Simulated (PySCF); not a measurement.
**Steps of a relaxation of [Eu(CH3)2]+**

[Eu(CH3)2]+ (singlet in the valence; each metal's 4f electrons, 6 of them, lie in its core potential, out of spins and levels). PySCF 2.14.0, RKS PBE0, Eu lcecp-1-SVP with ECP52, C def2-SVP, H def2-SVP; non-relativistic Hamiltonian with scalar-relativistic core potentials where named; density fitting; no spin-orbit coupling. Origin of the start: displaced along the imaginary mode. Columns: position (Å) and force (eV/Å). Energies are counted from the last step; some of the 5 steps are shown. Forces carry noise of the integration grid, about 0.01 to 0.03 eV/Å.

Run from Python with OMP_NUM_THREADS=2. Where DIIS fails, smearing, a level shift and second-order steps follow.
It took 13 s on 2 threads of Intel(R) Xeon(R) 6975P-C (Granite Rapids) (shared host), from the converged density of the start.

```xyz
9
step 0  E = 0.062 eV
Eu    0.0000    0.0000   -0.2544     0.00    0.00    0.03
C     1.7389    0.0174    1.2370     0.43    0.02    0.48
H     2.7416   -0.2151    0.7696    -0.63    0.16    0.37
H     1.8195    1.0258    1.7489    -0.01   -0.72   -0.33
H     1.5416   -0.7431    2.0536     0.20    0.55   -0.54
C    -1.7389   -0.0174    1.2370    -0.43   -0.02    0.48
H    -2.7416    0.2151    0.7696     0.63   -0.16    0.37
H    -1.8195   -1.0258    1.7489     0.01    0.72   -0.33
H    -1.5416    0.7431    2.0536    -0.20   -0.55   -0.54
```

```xyz
9
step 1  E = 0.000 eV
Eu    0.0000    0.0000   -0.2567     0.00    0.00    0.07
C     1.7405    0.0178    1.2363     0.00    0.00    0.00
H     2.7273   -0.2099    0.7897    -0.01    0.00    0.00
H     1.8287    0.9993    1.7430    -0.01    0.01   -0.02
H     1.5571   -0.7209    2.0412     0.00   -0.01   -0.02
C    -1.7405   -0.0178    1.2363     0.00    0.00    0.00
H    -2.7273    0.2099    0.7897     0.01    0.00    0.00
H    -1.8287   -0.9993    1.7430     0.01   -0.01   -0.02
H    -1.5571    0.7209    2.0412     0.00    0.01   -0.02
```

```xyz
9
step 3  E = 0.000 eV
Eu    0.0000    0.0000   -0.2525     0.00    0.00    0.03
C     1.7405    0.0187    1.2378     0.00    0.00   -0.01
H     2.7253   -0.2133    0.7899     0.00    0.00    0.00
H     1.8303    1.0035    1.7376     0.00    0.00    0.00
H     1.5558   -0.7190    2.0428     0.00    0.01    0.00
C    -1.7405   -0.0187    1.2378     0.00    0.00   -0.01
H    -2.7253    0.2133    0.7899     0.00    0.00    0.00
H    -1.8303   -1.0035    1.7376     0.00    0.00    0.00
H    -1.5558    0.7190    2.0428     0.00   -0.01    0.00
```

Problem. Where does the relaxation end?

Solution. It converges at step 4 in C2:
```xyz
9
step 4  E = 0
Eu    0.0000    0.0000   -0.2495
C     1.7410    0.0193    1.2380
H     2.7244   -0.2168    0.7892
H     1.8326    1.0061    1.7332
H     1.5542   -0.7142    2.0462
C    -1.7410   -0.0193    1.2380
H    -2.7244    0.2168    0.7892
H    -1.8326   -1.0061    1.7332
H    -1.5542    0.7142    2.0462
```

Problem. How did the contacts change?

Solution. 
```csv
contact,start (Å),end (Å)
Eu1–C2 (CH3),2.291,2.290
Eu1–C6 (CH3),2.291,2.290
```


An lcecp potential fixes the number of 4f electrons, so in runs with it no electron can move into or out of that shell.
